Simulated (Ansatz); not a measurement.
The molecule BeO, closed-shell singlet (the spin of the measured ground state).

The constants come from a fifth-degree fit in 1/R (seven points, main isotopes). Runs in def2 and cc sets follow the lowest solution found near the PBE0 minimum. The singlet is held restricted. HF and MP2 rows in def2 and cc sets belong to the determinant that coupled cluster picked by its CCSD energy.

Correlated levels freeze the inner cores; with def2 sets outer-core shells near the valence are correlated too. CBS(a, b) extrapolates the correlation energy as X⁻³ and adds the Hartree–Fock energy of set b.

Codes used: Ansatz (Gaussian orbitals). 

Q: What bond length and harmonic frequency does MP2/def2-QZVPP give?

A: r_e = 1.348 Å, ω_e = 1408 cm⁻¹.

Q: What bond length and harmonic frequency does CCSD/def2-QZVPP give, and what D_e (from each atom's lowest state at the same level)?

A: r_e = 1.323 Å, ω_e = 1562 cm⁻¹, D_e = 4.08 eV.

Q: What bond length and harmonic frequency does CCSD(T)/CBS(aug-cc-pVQZ, aug-cc-pV5Z) give, and what D_e (from each atom's lowest state at the same level)?

A: r_e = 1.336 Å, ω_e = 1479 cm⁻¹, D_e = 4.59 eV.

Measured for the ground state: r_e 1.3309 Å, ω_e 1487.3 cm-1, ω_e x_e 11.83 cm-1, B_e 1.651 cm-1, α_e 0.019 cm-1 [Huber and Herzberg (1979), NIST Chemistry WebBook].

Ansatz is a first-principles code.
